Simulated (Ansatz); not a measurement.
Ideal-gas functions of CH3ClOSn, SMILES `C[O][Sn][Cl]` at 600 K and 1 bar, from an Ansatz frequency run at PBE0-D4/def2-TZVP.

Molar mass 185.2 g/mol, point group Cs (symmetry number 1), electronic degeneracy 1, moments of inertia 153.781, 187.936, 338.551 u Å². Harmonic wavenumbers (cm⁻¹, unscaled): 84, 131, 139, 254, 333, 526, 1118, 1171, 1189, 1469, 1491, 1494, 3014, 3082, 3089.

Use S(trans) = R[1.5 ln M + 2.5 ln T − 1.1517]; rotational temperatures θ = 24.2544 K / I; S(rot) = R[ln(√π/σ · √(T³/θAθBθC)) + 1.5]; for each mode x = 1.438777 ν̃/T, S = R[x/(eˣ − 1) − ln(1 − e⁻ˣ)] and H = RT x/(eˣ − 1); 1 cm⁻¹ = 0.0119627 kJ/mol; R = 8.31446 J/(mol·K).

Question: By hand: the entropy, in J/(mol·K).

Answer: Translation 188.5. Rotation: θ = 0.1577, 0.1291, 0.0716 K, giving 124.2. Vibration, mode by mode: 21.65, 17.98, 17.49, 12.56, 10.40, 6.91, 2.23, 2.02, 1.95, 1.14, 1.09, 1.09, 0.05, 0.04, 0.04, in all 96.6. Electronic 0.0. Sum 409.3 J/(mol·K).

Question: By hand: H − E and G − E in kJ/mol, counted from the electronic energy.

Answer: Zero-point energy ½ × 18584 × 0.0119627 = 111.2; thermal vibration 26.7; translation, rotation and pV give 4 RT = 20.0. H − E = 157.9 kJ/mol, and G − E = 157.9 − 600 × 409.3/1000 = -87.7 kJ/mol.

Vibration gives 24 % of the entropy, 57.1 J/(mol·K) of it from the modes under 150 cm⁻¹: soft modes count most, and the harmonic formula is weakest for them. The sum counts one conformer and one mirror image; others add a mixing term.
